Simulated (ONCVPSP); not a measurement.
# Pseudopotential generation for argon: ONCV, PBEsol, non-relativistic.

| Quantity | Value |
| --- | --- |
| Element | argon |
| Generator | ONCVPSP 4.0.1 |
| Type | optimised norm-conserving Vanderbilt (ONCV) |
| Functional | PBEsol |
| Relativity | non-relativistic |
| Frozen core | [Ne] |
| Valence charge | 8 |
| Reference configuration | 3s2 3p6 |
| Partial waves | 3s: rc 1.05 bohr, ncon 4, nbas 7, qcut 5.5 1/bohr, 2 projectors, debl 1.6 Ha; 3p: rc 1.40 bohr, ncon 4, nbas 8, qcut 6.8 1/bohr, 2 projectors, debl 1.8 Ha |
| Local potential | polynomial inside 0.95 bohr (lpopt 1, dvloc0 1 Ha) |
| Core correction | Teter function, fcfact 5.25, rcfact 1.1 |

* Cutoffs needed: 29 Ha and 76 Ha (the cutoffs (Ha) at which the residual kinetic energy of the hardest occupied pseudo-wave falls to 1 and 0.1 mHa per electron)
* Ghost test: no bound ghost flagged; GHOST(+) flagged for s at 181.3 eV
* Largest excitation error: +52 meV (all-electron minus pseudo) for 3s2 3p3, out of 4 test configurations
* rms error of d²Exc/dni dnj: 1.91 mHa without and 1.03 mHa with the model core
